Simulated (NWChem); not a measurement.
# hydrogen telluride (H₂Te); SMILES [TeH2]

Computed with NWChem. Coordinates come from a PBE0-D3(BJ)/def2-TZVP optimisation. def2 effective core potentials on Te; no spin-orbit coupling. Level PBE0/def2-SVP: energy and gradient; each run changes one setting, and changes count from the defaults (medium grid, exact Coulomb integrals, symmetry on).

Problem. Which setting moves the energy most, and by about how much (symmetry off; coarse grid; defaults; tight SCF thresholds and tolerances)?

Solution. coarse grid, by about 200 μHa.
```
setting                              size of the energy change (μHa)  largest change of a gradient component (μHa/bohr)
-----------------------------------  -------------------------------  -------------------------------------------------
defaults                                                        < 10                                               < 30
symmetry off                                                    < 10                                        other frame
tight SCF thresholds and tolerances                             < 10                                               < 30
coarse grid                                                      200                                               1000
```
